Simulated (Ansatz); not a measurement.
`[NH2][Al]([Cl])[Br]` + H₂O → `[NH2][Al]([OH])[Br]` + HCl at 298.15 K and 1 bar (formal hydrolysis of the Al–Cl bond).

Computed with Ansatz on PBE0-D4/def2-TZVP structures; ΔE is electronic, products minus reactants. CCSD(T)/CBS adds triple-zeta CCSD(T) − MP2 to the extrapolated MP2 energy (def2 sets, frozen cores). This one scheme is used for every species. For Br outer-core shells are correlated without core-valence functions, which leaves a few kJ/mol of doubt a bond. Scalar relativity is left out up to krypton. Each species was taken in one conformer, which may not be the lowest.

```json
{"species": "`[NH2][Al]([Cl])[Br]`", "CCSD(T)/CBS energy (Eh)": "-3331.20678", "H − E (kJ/mol)": "93.9", "S (J/(mol·K))": "340.4"}
{"species": "H₂O", "CCSD(T)/CBS energy (Eh)": "-76.37941", "H − E (kJ/mol)": "66.4", "S (J/(mol·K))": "188.7"}
{"species": "`[NH2][Al]([OH])[Br]`", "CCSD(T)/CBS energy (Eh)": "-2947.19216", "H − E (kJ/mol)": "126.0", "S (J/(mol·K))": "338.0"}
{"species": "HCl", "CCSD(T)/CBS energy (Eh)": "-460.38127", "H − E (kJ/mol)": "26.6", "S (J/(mol·K))": "186.8"}
```

H − E and S are ideal-gas, rigid-rotor, harmonic terms from PBE0-D4/def2-TZVP, for one conformer and one mirror image of each species. 1 Eh = 2625.50 kJ/mol, R = 8.31446 J/(mol·K).

Task: By hand: ΔE, ΔH, ΔS and ΔG.

Result: ΔE = (-2947.19216) + (-460.38127) − (-3331.20678) − (-76.37941) = 0.01276 Eh = 33.5 kJ/mol. Δ(H − E) = 126.0 + 26.6 − 93.9 − 66.4 = -7.7, so ΔH = 25.8 kJ/mol. ΔS = 338.0 + 186.8 − 340.4 − 188.7 = -4.3 J/(mol·K). ΔG = 25.8 − 298.15 × (-4.3)/1000 = 27.1 kJ/mol.

Task: By hand: the equilibrium constant, and the temperature at which ΔG would vanish if ΔH and ΔS stayed fixed.

Result: log₁₀ K = −ΔG/(RT ln 10) = -4.7. ΔH and −TΔS have one sign here, so there is no such temperature.

The number of gas molecules stays the same, so ΔS is small and ΔH decides. A doubt of 5 kJ/mol in ΔE shifts log₁₀ K by 0.9 here. Other conformers and mirror images would add mixing entropy, several J/(mol·K) or more a flexible species. These are equilibria of isolated gas molecules and say nothing of rates. Largest T1 diagnostic: 0.009 (customary marks: 0.02 for closed shells, 0.045 for open ones).

ΔS is within the doubt of such terms, so its sign, and with it that verdict, could turn.
